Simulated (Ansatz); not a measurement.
Reaction R1 → 2 P1, each structure at its B3LYP-D3(BJ)/def2-TZVP stationary point, reached from a drawn start (curvature not checked).
R1: O2 (SMILES O=O), charge 0, multiplicity 3.
P1: O atom, charge 0, multiplicity 3.

P less R. No zero-point or thermal terms; open shells are unrestricted; no spin–orbit coupling.

Programs: Ansatz (a quantum-chemistry and plane-wave program). Each number belongs to the level named beside it.

Problem. One of these levels gives 5.366 eV for the reaction energy. Which?
A) HF/cc-pVTZ
B) BHLYP/def2-TZVPP
C) B3LYP/def2-TZVPP

Solution. C, B3LYP/def2-TZVPP. The others give 1.420 (HF/cc-pVTZ), 4.332 (BHLYP/def2-TZVPP)
